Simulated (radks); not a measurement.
Values are calculated unless marked as measured or tabulated.
Polarisability of the chlorine ion Cl7+, [Ne], at imaginary frequency. Level of theory: non-relativistic Kohn-Sham, exchange-only LDA, spin-polarised, spherical densities, point nucleus (a radial shooting solver on a logarithmic mesh with Libxc functionals). Response by self-consistent Sternheimer equations with the Hartree and adiabatic exchange-only LDA kernel.

w (hartree),alpha1(iw) (bohr^3),alpha2(iw) (bohr^5)
0.00266,0.05319,0.01904
0.0143,0.05319,0.01904
0.0360,0.05319,0.01904
0.0697,0.05319,0.01904
0.118,0.05318,0.01903
0.186,0.05317,0.01903
0.280,0.05315,0.01902
0.413,0.05311,0.01901
0.605,0.05301,0.01898
0.892,0.05280,0.01891
1.35,0.05229,0.01875
2.12,0.05102,0.01835
3.59,0.04741,0.01721
6.94,0.03699,0.01380
17.5,0.01542,0.006073

Static values: alpha1 = 0.05319 bohr^3 (0.007882 angstrom^3; uncoupled 0.05850), alpha2 = 0.01904 bohr^5, alpha3 = 0.01072 bohr^7. C6 = 0.02312, C8 = 0.04289, triple-dipole C9 = 0.0009002 atomic units. One-pole (London) frequency 4 C6 / (3 alpha1^2) = 10.896 hartree, against 11.776 for minus the highest occupied eigenvalue. The dipole shielding factor is 0.588, as the force sum rule N/Z = 0.588 demands.
